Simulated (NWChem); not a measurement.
sulfur tetrafluoride (SF₄); SMILES FS(F)(F)F

Results from NWChem. All runs use the structure optimised with PBE0/def2-SVP. Level PBE/def2-TZVP: single points from the atomic guess with DIIS by default; each run changes one setting, and all converged runs end within 0.3 mHa of each other. cgmin counts macro-iterations, each dearer than a DIIS step.

**Question.** Which setting needs the most SCF iterations, or fails (no DIIS, 40 % damping; occupation smearing of 0.005 Ha; DIIS on 20 Fock matrices; quadratically convergent solver (cgmin); defaults)?

**Answer.** no DIIS, 40 % damping, which doesn't converge.
```csv
setting,SCF iterations
defaults,8
DIIS on 20 Fock matrices,8
quadratically convergent solver (cgmin),5
occupation smearing of 0.005 Ha,8
"no DIIS, 40 % damping",not converged in 200
```
